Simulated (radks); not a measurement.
Values are calculated unless marked as measured or tabulated.
These are the eigenvalues of the occupied orbitals of an atom or ion with whole-number occupations (eV). Level of theory: scalar-relativistic Kohn-Sham, LB94 model potential, spin-polarised, spherical densities, finite nucleus; Fermi nuclear charge, rms radius of each element as measured or else 0.836 A^(1/3) + 0.57 fm (a radial shooting solver on a logarithmic mesh with Libxc functionals).

1s down: -66103.11
1s up: -66103.11
2s down: -11827.30
2s up: -11827.16
2p down: -10467.08
2p up: -10466.97
3s up: -3176.889
3s down: -3176.801
3p up: -2769.867
3p down: -2769.652
3d up: -2286.667
3d down: -2286.599
4s up: -1096.004
4s down: -1089.866
4p up: -957.8274
4p down: -951.9426
4d up: -779.8299
4d down: -774.1920
4f up: -582.6995

Which element is it, and in what charge state? The configuration may be excited. Open shells, if any, are filled with parallel spins first.

Answer. Z = 72, hafnium, charge +21: Hf21+ in [Kr] 4d10 4f5. The list shows which subshells hold electrons but not how many an open one holds; the 1s level, -2429.2 hartree, gives Z - s = 69.7 by -(Z - s)^2/2, which with screening and relativity narrows Z to a few neighbours, and the depths of the outer levels then fix element, charge and occupations together.
